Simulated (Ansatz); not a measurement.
Input file for C3H9AlS, SMILES `C[C](C)([AlH2])S`:

```yaml
crystal:
  periodic: [false, false, false]
  atoms:
    - {symbol: C, position_ang: [-1.340073, 0.285677, -0.411546]}
    - {symbol: C, position_ang: [0.141124, 0.213403, -0.046630]}
    - {symbol: C, position_ang: [0.734912, -1.107740, -0.530056]}
    - {symbol: Al, position_ang: [0.332996, 0.335290, 1.926053]}
    - {symbol: S, position_ang: [1.051294, 1.625713, -0.718519]}
    - {symbol: H, position_ang: [-1.794387, 1.233833, -0.113784]}
    - {symbol: H, position_ang: [-1.472226, 0.191084, -1.497638]}
    - {symbol: H, position_ang: [-1.903471, -0.530409, 0.055236]}
    - {symbol: H, position_ang: [1.804430, -1.183082, -0.319130]}
    - {symbol: H, position_ang: [0.611867, -1.208469, -1.616673]}
    - {symbol: H, position_ang: [0.229504, -1.962361, -0.066111]}
    - {symbol: H, position_ang: [-0.359184, -0.824490, 2.763125]}
    - {symbol: H, position_ang: [1.121811, 1.512583, 2.634592]}
    - {symbol: H, position_ang: [0.828401, 1.389670, -2.030020]}
basis:
  gaussian: {orbitals: def2-TZVPP}
correlation: {method: ccsd_t}
```

```sh
$ ansatz run in.yaml --threads 4 --pin off --events-out ev --progress --plain --max-ram 10444MiB
```

The program prints (abridged):

```
Functional definition: HF
1744 factors; integrals over basis functions are off by at most 1.1e-3 eV
mean field evaluation 1: about -20631.0234 eV, gradient 3.5e1 eV
mean field evaluation 2: about -20631.2853 eV, gradient 3.5e1 eV
mean field evaluation 4: about -20635.1406 eV, gradient 5.1e0 eV
mean field evaluation 8: about -20635.2356 eV, gradient 2.9e-1 eV
mean field evaluation 16: about -20635.2361 eV, gradient 1.7e-6 eV
mean field -20635.23609676 eV, -758.3309394906 hartree, gradient 1.7e-6 eV, S^2 0.000000; 0 other end points of the search recorded, 0 dependent functions left out
13 core orbitals not correlated: weight in the atoms' cores, before any rotation towards them, 1.000 or more for the frozen orbitals, at most 0.000 for the correlated occupied ones
reference -20635.23609676 eV, -758.3309394906 hartree; 15, 15 occupied and 275, 275 virtual orbitals, 1744 factors
second order -21.63207542 eV of doubles, -0.00000000 eV of singles
cycle   1  -22.61304908 eV  change   -9.8e-1 eV  update   1.0e-1
cycle   2  -23.24101311 eV  change   -6.3e-1 eV  update   3.0e-2
cycle   3  -23.33023013 eV  change   -8.9e-2 eV  update   1.2e-2
cycle   4  -23.32532380 eV  change    4.9e-3 eV  update   2.8e-3
cycle   5  -23.32515374 eV  change    1.7e-4 eV  update   1.0e-3
cycle   6  -23.32503841 eV  change    1.2e-4 eV  update   3.1e-4
cycle   7  -23.32493179 eV  change    1.1e-4 eV  update   1.2e-4
cycle   8  -23.32493861 eV  change   -6.8e-6 eV  update   4.7e-5
cycle   9  -23.32494747 eV  change   -8.9e-6 eV  update   1.6e-5
perturbative correction -0.97091759 eV, -0.0356805632 hartree
Total energy: -20659.53196182 eV, -759.2237960633 hartree
```

Hardware: 4 threads of an Arm Neoverse V1 on a shared host. Wall time 16 min, peak host memory 3.8 GiB.

The correlation energy is -24.296 eV, 4.0 % of it from (T); the T1 diagnostic reads 0.0102.
